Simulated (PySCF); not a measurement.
From one molecule to another.

First species: C7H10N2Si.
SMILES: `C=CCN([SiH3])C1=C[C@H]1C#N`

Second species: C7H8FNSi.
Atom-mapped SMILES: `[CH:1]#[C:2][SiH2:3][C@H:4]([CH3:5])/[C:6]([C:7]#[N:8])=[CH:9]/[F:10]` (hydrogens: H11 on C1; H12, H13 on Si3; H14 on C4; H15, H16, H17 on C5; H18 on C9)

Structure used (GFN2-xTB), in Å, numbered top down from 1:
```xyz
18
C7H8FNSi angstrom
C      2.627    1.611   -1.432
C      2.193    0.926   -0.544
Si     1.492   -0.145    0.788
C     -0.414    0.146    0.705
C     -1.154   -0.670    1.762
C     -0.897   -0.189   -0.671
C     -0.955   -1.561   -1.008
N     -0.989   -2.682   -1.245
C     -1.226    0.747   -1.563
F     -1.610    0.463   -2.814
H      3.011    2.213   -2.206
H      1.795   -1.551    0.522
H      1.957    0.299    2.105
H     -0.611    1.209    0.876
H     -0.992   -1.736    1.615
H     -0.807   -0.402    2.758
H     -2.227   -0.482    1.713
H     -1.201    1.810   -1.372
```

Levels: PBE0/pcSseg-1 for dipole moment, HOMO energy, LUMO energy and HOMO–LUMO gap; GFN2-xTB for rotational constant A and rotational constant C. Geometries: GFN2-xTB. All species are isolated and taken at one optimised geometry, non-relativistic unless stated. Electronic properties by PySCF.

Dipoles, sizes and rotational constants follow the conformer. The torsions of the flexible species, by atom-mapped SMILES:
- `[CH2:1]=[CH:2][CH2:3][N:4]([SiH3:5])[C:6]1=[CH:7][C@H:8]1[C:9]#[N:10]`: C1–C2–C3–N4 -2°, C2–C3–N4–Si5 -91°, C3–N4–C6–C7 7°
- `[CH:1]#[C:2][SiH2:3][C@H:4]([CH3:5])/[C:6]([C:7]#[N:8])=[CH:9]/[F:10]`: C2–Si3–C4–C5 180°, Si3–C4–C6–C7 73°

Which of the two has the higher dipole moment, and by how much?

The first: 5.47 D against 4.69 D, a difference of 0.78 D.

Which of the two has the higher LUMO energy, and by how much?

The first: -0.08 eV against -1.35 eV, a difference of 1.27 eV.

Which has the higher HOMO energy?

The first: -6.68 eV against -7.60 eV, a difference of 0.92 eV.

Which of the two has the higher HOMO–LUMO gap, and by how much?

The first: 6.60 eV against 6.25 eV, a difference of 0.35 eV.

Which has the higher rotational constant A?

The first: 1.869 GHz against 1.227 GHz, a difference of 0.642 GHz.

Which has the higher rotational constant C?

The second: 0.684 GHz against 0.621 GHz, a difference of 0.063 GHz.

On the first: In atomic units the dipole is 2.15 e·bohr (1 au = 2.5417 D).

On the second: A dipole of 4.69 D is allowed in C1, and pure rotational transitions are dipole-allowed. The dipole matches unit charges of opposite sign 0.98 Å apart (1 e·Å = 4.8032 D).
